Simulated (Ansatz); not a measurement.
Reaction (cleavage of the B–Si bond): `B[SiH2]Br` + `C=N` → `BN=C` + `[SiH3]Br`

Program: Ansatz. Geometries: PBE0-D4/def2-TZVP. ΔE: electronic, gas phase. CCSD(T)/CBS adds triple-zeta CCSD(T) − MP2 to the extrapolated MP2 energy (def2 sets, frozen cores). This one scheme is used for every species. DFT in def2-TZVPP. B3LYP here is the variant with VWN-RPA as its local correlation; programs differ in this. For Br outer-core shells are correlated without core-valence functions, which leaves a few kJ/mol of doubt a bond. Scalar relativity is left out up to krypton.

```csv
level,ΔE (kJ/mol),difference from CCSD(T)/CBS
r2SCAN-D4,-155.0,-17.1
PBE0-D4,-146.5,-8.6
B3LYP-D4,-153.5,-15.6
r2SCAN0-D4,-149.1,-11.2
BHLYP-D4,-145.1,-7.2
CAM-B3LYP-D4,-153.7,-15.8
ωB97X-V,-138.2,-0.3
ωB97M-V,-146.1,-8.2
revPBE,-149.4,-11.5
BHLYP,-147.7,-9.8
CAM-B3LYP,-155.0,-17.1
LC-ωPBE,-142.6,-4.7
CCSD/def2-SVP,-151.9,-14.0
HF/def2-QZVPP,-129.7,8.2
MP2/CBS(def2),-144.9,-7.0
CCSD/CBS(def2),-135.0,2.9
CCSD(T)/CBS,-137.9,0
```

(1) What do rigid-rotor, harmonic-oscillator terms from PBE0-D4/def2-TZVP frequencies (298.15 K, 1 bar) make of the CCSD(T)/CBS value? (Estimate.)

Largest T1 diagnostic among the species: 0.016.

## Answers

(1) Ansatz gave: ΔZPE = -1.3 kJ/mol, ΔH = -141.4 kJ/mol, ΔS = -29 J/(mol·K), ΔG = -132.7 kJ/mol.

From r2SCAN to r2SCAN0 (25 % exact exchange), in def2-TZVPP and without D4, ΔE moves by +5.8 kJ/mol. At CCSD(T), def2-SVP lies −17.6 kJ/mol from the extrapolated value and def2-TZVPP +0.6 kJ/mol.
